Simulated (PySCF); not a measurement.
Compound: C6H6IN.
Bonds: N1–C2, C2–C3 (aromatic), C3–C4 (aromatic), C4–C5 (aromatic), C5–C6 (aromatic), C6–C7 (aromatic), C7–I8, C2–C7 (aromatic). Hydrogens: H9, H10 on N1; H11 on C3; H12 on C4; H13 on C5; H14 on C6.

Computed by this run: PBE0-D3(BJ)/def2-SVP geometry optimisation, gas phase, def2 core potentials past Kr (PySCF); density fitting, grid level 1; the optimiser is geomeTRIC in internal coordinates, started from a GFN2-xTB structure with every atom displaced at random (about 0.01 Å).

Geometry at step 3:
```
atom  x, y, z in Å
N1      2.1018   -0.5256   -0.6622
C2      0.8242   -0.2191   -0.2907
C3      0.0432   -1.2645    0.2495
C4     -1.2208   -0.9825    0.7292
C5     -1.7750    0.2982    0.6635
C6     -1.0240    1.3446    0.1301
C7      0.2649    1.0780   -0.3270
I8      1.4036    2.6757   -1.0985
H9      2.5641    0.2054   -1.1889
H10     2.3677   -1.4809   -0.8169
H11     0.4614   -2.2754    0.2997
H12    -1.8113   -1.8012    1.1490
H13    -2.7847    0.4933    1.0293
H14    -1.4246    2.3587    0.0846
```

Task: What forces act on the atoms?

Result: 
| atom | Fx (eV/Å) | Fy (eV/Å) | Fz (eV/Å) |
| --- | --- | --- | --- |
| N1 | -0.029 | 1.219 | -0.202 |
| C2 | 0.132 | -0.752 | 0.393 |
| C3 | -0.242 | 0.597 | -0.010 |
| C4 | -0.495 | -0.356 | 0.058 |
| C5 | 0.021 | 0.190 | 0.011 |
| C6 | 0.088 | -0.445 | 0.117 |
| C7 | 0.219 | -0.080 | -0.158 |
| I8 | 0.065 | 0.002 | -0.033 |
| H9 | 0.347 | -0.264 | -0.118 |
| H10 | -0.008 | -0.175 | -0.102 |
| H11 | -0.055 | 0.105 | 0.013 |
| H12 | -0.045 | 0.029 | 0.032 |
| H13 | 0.002 | -0.055 | 0.027 |
| H14 | -0.002 | -0.014 | -0.029 |

The largest, 1.24 eV/Å, acts on N1; the rms over all components is 0.295 eV/Å. The forces sum to zero within rounding, as they must for an isolated molecule in no field.

Task: Give the force on N1 in Eh/bohr and in nN.

Result: 1.236 eV/Å ÷ 51.422 = 0.02403 Eh/bohr, and 1.236 eV/Å × 1.602 = 1.98 nN.

Task: How far is this geometry from the end of the optimisation?

Result: 0.063 eV above it, and 0.036 Å rms away after alignment. The bonds farthest from their final lengths, with half the difference of the two atoms' forces along the bond (positive lengthens):

```csv
bond,now (Å),final (Å),force along bond (eV/Å)
C3–C4,1.381,1.387,+0.03
N1–H10,1.004,1.010,+0.66
N1–C2,1.365,1.369,-0.22
C2–C7,1.413,1.410,+0.30
C2–C3,1.412,1.410,-0.47
C4–C5,1.397,1.395,+0.15
```

The angle farthest from its final value is H9–N1–H10, 119.1° against 115.5°.

The cost below is that of the whole optimisation. Time: 2.1 min wall; peak memory 0.64 GiB. Hardware: one thread, Intel Xeon Platinum 8488C (x86_64), shared host.
